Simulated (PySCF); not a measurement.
## Electric field gradients and quadrupole coupling constants

C₆H₁₄SSi.
Numbering: `[CH3:1]/[CH:2]=[CH:3]/[CH2:4][SiH2:5][S:6][CH2:7][CH3:8]` (hydrogens: H9, H10, H11 on C1; H12 on C2; H13 on C3; H14, H15 on C4; H16, H17 on Si5; H18, H19 on C7; H20, H21, H22 on C8)

Cartesian coordinates in Å at the GFN2-xTB level; atoms count from 1:
```
atom  x, y, z in Å
C1     4.3411   -0.5605   -0.0931
C2     3.0809   -0.1528    0.5956
C3     2.1684    0.6592    0.0873
C4     0.8960    1.0329    0.7613
Si5   -0.5645    0.1898   -0.1068
S6    -2.3097    0.5879    1.0726
C7    -3.5118   -0.5575    0.3079
C8    -4.0327   -0.0484   -1.0207
H9     4.4056   -0.1142   -1.0825
H10    5.2095   -0.2532    0.4898
H11    4.3814   -1.6453   -0.1941
H12    2.9352   -0.5708    1.5840
H13    2.3109    1.0774   -0.9009
H14    0.9257    0.7417    1.8116
H15    0.7591    2.1149    0.7256
H16   -0.4116   -1.2638   -0.1642
H17   -0.7517    0.7170   -1.4608
H18   -3.0273   -1.5273    0.2020
H19   -4.3192   -0.6387    1.0342
H20   -4.4654    0.9418   -0.8996
H21   -3.2298    0.0103   -1.7518
H22   -4.8005   -0.7209   -1.3991
```

Field gradients from the PBE0/pcSseg-1 density (PySCF, non-relativistic), principal values in atomic units, ordered |Vxx| ≤ |Vyy| ≤ |Vzz|:

| atom | Vxx | Vyy | Vzz |
| --- | --- | --- | --- |
| S6 | 0.1608 | 2.0720 | -2.2328 |

Task: Find the asymmetry η = (Vxx − Vyy)/Vzz and the couplings χ = eQV/h (234.96 MHz × Q in barn × V in au), with Q(33S) = −0.0678 b.

Result: 
```json
{"atom": "S6", "environment": "sulfur bonded to C and Si", "nucleus": "33S", "η": "0.86", "χzz (MHz)": "35.57", "χxx (MHz)": "-2.56", "χyy (MHz)": "-33.01"}
```

The tensor is traceless: Vxx + Vyy + Vzz = 0.

Task: What is Vzz at S6 in SI units (1 au = 9.71736 × 10²¹ V/m²)?

Result: -2.2328 au = -21.697 × 10²¹ V/m².

Task: What couplings would deuterons (Q(2H) = 0.00286 b) have in place of the hydrogens, at this geometry?

Result: 
```tsv
atom	bonded to	bond length (Å)	Vzz (au)	η	χzz (kHz)
H9	C1	1.087	0.3151	0.03	212
H10	C1	1.090	0.3109	0.02	209
H11	C1	1.090	0.3106	0.02	209
H12	C2	1.083	0.3237	0.07	218
H13	C3	1.082	0.3245	0.07	218
H14	C4	1.090	0.3109	0.03	209
H15	C4	1.091	0.3111	0.03	209
H16	Si5	1.463	0.1626	0.02	109
H17	Si5	1.465	0.1607	0.03	108
H18	C7	1.089	0.3052	0.03	205
H19	C7	1.089	0.3067	0.04	206
H20	C8	1.087	0.3129	0.03	210
H21	C8	1.088	0.3130	0.04	210
H22	C8	1.089	0.3138	0.02	211
```

One conformer (not necessarily the lowest) at the GFN2-xTB geometry, without solvent, vibrations or thermal averaging. GFN2-xTB bond lengths can be off by several hundredths of an ångström, more for odd bonds, and the gradients follow them. These gradients aren't converged with respect to the basis.

The run behind these numbers computed NMR shieldings as well. Hardware: one thread, Intel Xeon at 2.50 GHz (x86_64), shared host. Cost: 1.9 min, 0.99 GiB resident at most.
